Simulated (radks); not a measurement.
Valence configurations of Tc (all share [Kr]). Calculated with a radial shooting solver on a logarithmic mesh with Libxc functionals: scalar-relativistic Kohn-Sham, r2SCAN, spin-polarised, spherical densities, finite nucleus; open shells are filled with parallel spins first (spin-orbit coupling, left out, can overturn this in heavy ions); meta-GGA in the generalised Kohn-Sham scheme; Fermi nuclear charge, rms radius 4.4112 fm. Energies are relative to 4d5 5s2; eigenvalues in eV for spin up.

valence          E (eV)  moment (Bohr magnetons)    e(4d)   e(5p)   e(5s)
4d5 5s2           0.000                        5   -8.413       -  -5.804
4d4.5 5s2 5p0.5   3.752                        5  -10.287  -2.239  -6.783
4d6 5s1           0.511                        5   -5.658       -  -5.022
4d5 5s1 5p1       1.735                        7   -9.447  -2.522  -6.970
4d5 5s1.5 5p0.5   1.205                        6   -9.026  -2.097  -6.507
4d4 5s1.5 5p1.5   9.258                        6  -12.600  -3.403  -8.320
4d3.5 5s2 5p1.5  12.935                        5  -13.897  -3.564  -8.610
4d4 5s2 5p1       8.058                        5  -12.109  -2.931  -7.722
4d3 5s2 5p2      18.393                        5  -15.656  -4.158  -9.459
4d5.5 5s0.5 5p1   3.121                        6   -8.176  -2.259  -6.356

NIST lists [Kr] 4d5 5s2 as the ground configuration; this level of theory agrees among the configurations tried. The energies are those of spherical high-spin densities, not of single terms.
